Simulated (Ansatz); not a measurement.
Reaction (substitution at a C–B bond): `CB(N)Br` + `[OH][Ga]([OH])[Cl]` → `C[O][Ga]([OH])[Cl]` + `NBBr`

Computed with Ansatz on PBE0-D4/def2-TZVP structures; ΔE is electronic, products minus reactants. CCSD(T)/CBS is the MP2 limit (def2-TZVPP, def2-QZVPP) plus CCSD(T) − MP2 in def2-TZVPP, frozen cores. DFT in def2-TZVPP. B3LYP here is the variant with VWN-RPA as its local correlation; programs differ in this. For Br, Ga outer-core shells are correlated without core-valence functions, which leaves a few kJ/mol of doubt a bond. Scalar relativity is left out up to krypton. One conformer a species, not always the lowest.

(1) Is it downhill or uphill in electronic energy at CCSD(T)/CBS, and by how much? (An estimate is asked.)

(2) What do these levels give: B2PLYP, r2SCAN, B3LYP, HF/def2-TZVPP, CCSD(T)/def2-TZVPP, MP2/def2-QZVPP? (Best estimate.)

Largest T1 diagnostic among the species: 0.013.

Answers

(1) Computed: Uphill: ΔE = +109.3 kJ/mol.

(2) Ansatz gave: B2PLYP 104.1, r2SCAN 109.3, B3LYP 100.3, HF/def2-TZVPP 96.3, CCSD(T)/def2-TZVPP 106.0, MP2/def2-QZVPP 114.8 kJ/mol.

In def2-TZVPP, CCSD(T) changes the Hartree–Fock value by +9.7 kJ/mol (the triples alone add +0.3 kJ/mol) and MP2 by +16.8 kJ/mol. From PBE to PBE0 (25 % exact exchange), in def2-TZVPP and without D4, ΔE moves by +3.1 kJ/mol.
